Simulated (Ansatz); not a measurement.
Ideal-gas functions of `O[Si@]1(Cl)O[C@@H]1F` at 298.15 K and 1 bar, from an Ansatz frequency run at PBE0-D4/def2-TZVP.

Molar mass 128.56 g/mol, point group C1 (symmetry number 1), electronic degeneracy 1, moments of inertia 108.541, 330.45, 388.306 u Å². Harmonic wavenumbers (cm⁻¹, unscaled): 108, 171, 223, 266, 332, 365, 506, 547, 719, 749, 844, 961, 1054, 1140, 1195, 1357, 3143, 3890.

Use S(trans) = R[1.5 ln M + 2.5 ln T − 1.1517]; rotational temperatures θ = 24.2544 K / I; S(rot) = R[ln(√π/σ · √(T³/θAθBθC)) + 1.5]; for each mode x = 1.438777 ν̃/T, S = R[x/(eˣ − 1) − ln(1 − e⁻ˣ)] and H = RT x/(eˣ − 1); 1 cm⁻¹ = 0.0119627 kJ/mol; R = 8.31446 J/(mol·K).

By hand: the entropy, in J/(mol·K).

Translation 169.4. Rotation: θ = 0.2235, 0.0734, 0.0625 K, giving 116.9. Vibration, mode by mode: 13.83, 10.14, 8.09, 6.79, 5.23, 4.61, 2.69, 2.30, 1.19, 1.06, 0.73, 0.46, 0.31, 0.22, 0.18, 0.09, 0.00, 0.00, in all 57.9. Electronic 0.0. Sum 344.2 J/(mol·K).

By hand: H − E and G − E in kJ/mol, counted from the electronic energy.

Zero-point energy ½ × 17570 × 0.0119627 = 105.1; thermal vibration 10.1; translation, rotation and pV give 4 RT = 9.9. H − E = 125.1 kJ/mol, and G − E = 125.1 − 298.15 × 344.2/1000 = 22.5 kJ/mol.

Vibration gives 17 % of the entropy, 13.8 J/(mol·K) of it from the mode under 150 cm⁻¹: soft modes count most, and the harmonic formula is weakest for them. The sum counts one conformer and one mirror image; others add a mixing term.
